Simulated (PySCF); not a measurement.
**Computed properties of GaH₄O₂P, SMILES [OH][Ga]([OH])[PH2]**

Ga(OH)2(PH2) (GaH4O2P), SMILES [PH2][Ga]([OH])[OH]. Geometry optimised at ωB97X-D3(BJ)/def2-SVP. The structure was generated by enumeration; whether it is a known compound was not checked. One conformer was computed; it need not be the lowest. All values are computed for the isolated molecule unless a solvent is named; none is compared with measurement here.

**Structure.** The optimised structure has Cs symmetry. All 18 harmonic modes at ωB97X-D3(BJ)/def2-SVP (PySCF) are real, so it is a minimum. With heavy atoms numbered as in [Ga:1]([OH:2])([OH:4])[PH2:6], the shortest bond between them is Ga1–O2 at 1.786 Å and the longest Ga1–P6 at 2.278 Å.

**Vibrations.** The strongest infrared lines (harmonic, unscaled, degenerate partners summed) lie at 344 cm⁻¹ (259 km/mol, H 84 %, O 15 %), 730 cm⁻¹ (229 km/mol, O 44 %, H 40 %, Ga 16 %), 3927 cm⁻¹ (104 km/mol, H 94 %). The softest mode is at 94 cm⁻¹ and the zero-point energy is 28.1 kcal/mol.

**Electronic structure.** r2SCAN/def2-TZVP (PySCF) places the frontier levels at -6.94 and -1.17 eV, a gap of 5.77 eV, and gives a dipole moment of 1.56 D and a mean polarisability of 60.8 bohr³. PBE/def2-TZVP (PySCF) at the same geometry gives -6.70 and -1.50 eV, so its gap is 0.57 eV narrower. An orbital gap is neither the optical nor the fundamental gap.

**Excitations.** TDDFT-CAM-B3LYP/def2-SVPD (PySCF) has S1 at 6.11 eV (203 nm, f = 0.107, bright); the most intense of the 10 singlets computed lies at 7.30 eV (f = 0.15). T1 (TDA) is at 5.27 eV. TDDFT-PBE/def2-SVPD (PySCF) puts S1 at 5.26 eV. No vertical singlet excitation falls in the visible range (under 3.1 eV).

**NMR.** GIAO shifts at PBE0/pcSseg-1 (PySCF) (non-relativistic, atoms alike by connectivity averaged): ¹H from 1.6 to 2.1 ppm against TMS.
